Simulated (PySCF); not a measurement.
## What moves σ(F)?

GIAO PBE0/pcSseg-1 on GFN2-xTB geometries (PySCF 2.14.0 with density-fitted response routines, gas phase, non-relativistic):

| SMILES | Hirshfeld charge (e) of F | σ(F) (ppm) |
| --- | --- | --- |
| COC[Si@@H]1C[SiH2][C@H](F)C1 | -0.119 | 403.0 |
| C=CC[Si@@H]1C[SiH2][C@@H](F)C1 | -0.123 | 404.7 |
| CC#C[Si@@H]1C[SiH2][C@@H](F)C1 | -0.125 | 403.4 |
| F[C@@H]1C[Si@H](Cl)C[SiH2]1 | -0.132 | 408.9 |
| O[Si@@H]1C[SiH2][C@H](F)C1 | -0.120 | 405.3 |
| COC(=O)[Si@@H]1C[SiH2][C@H](F)C1 | -0.134 | 409.6 |
| CC(=O)O[Si@@H]1C[SiH2][C@H](F)C1 | -0.133 | 409.9 |
| F[C@@H]1C[SiH2]C[SiH2]1 | -0.124 | 401.8 |
| F[C@@H]1C[Si@@H](P)C[SiH2]1 | -0.122 | 402.9 |
| CCO[Si@@H]1C[SiH2][C@H](F)C1 | -0.138 | 411.0 |
| F[C@@H]1C[Si@H](O[SiH3])C[SiH2]1 | -0.111 | 398.8 |

**Question.** Fit σ(F) as a line in the Hirshfeld charge of F. How well does it hold?

**Answer.** σ = 347.5 − 461.3 x, with x in e; correlation -0.93, rms deviation 1.4 ppm, largest 2.9 ppm at `F[C@@H]1C[SiH2]C[SiH2]1`. A charge says how many electrons sit at the atom, not how easily they circulate, so such a line holds only within like compounds.

**Question.** A further member, `C#C[Si@@H]1C[SiH2][C@H](F)C1`, has x = -0.135. What does the line predict, and what does the calculation give?

**Answer.** The line gives 409.8 ppm; the calculation 407.6 ppm, a difference of -2.2 ppm, outside the usual scatter of the fit.
